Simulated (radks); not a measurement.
Neutral osmium: order these configurations by energy. Calculated with a radial shooting solver on a logarithmic mesh with Libxc functionals: Dirac Kohn-Sham, BLYP, spin-unpolarised, spherical densities, finite nucleus; Fermi nuclear charge, rms radius of each element as measured or else 0.836 A^(1/3) + 0.57 fm. Sub-shells are occupied by j as written (lower j first in brackets). [Xe] 4f14 5d(3/2: 4, 5/2: 1) 6s2 6p(1/2: 1, 3/2: 0); [Xe] 4f14 5d(3/2: 4, 5/2: 2) 6s1 6p(1/2: 1, 3/2: 0); [Xe] 4f14 5d(3/2: 4, 5/2: 2) 6s2; [Xe] 4f14 5d(3/2: 4, 5/2: 3) 6s1.

Answer. From the lowest, in eV above it: [Xe] 4f14 5d(3/2: 4, 5/2: 2) 6s2 0.000; [Xe] 4f14 5d(3/2: 4, 5/2: 3) 6s1 0.876; [Xe] 4f14 5d(3/2: 4, 5/2: 2) 6s1 6p(1/2: 1, 3/2: 0) 4.512; [Xe] 4f14 5d(3/2: 4, 5/2: 1) 6s2 6p(1/2: 1, 3/2: 0) 4.848.
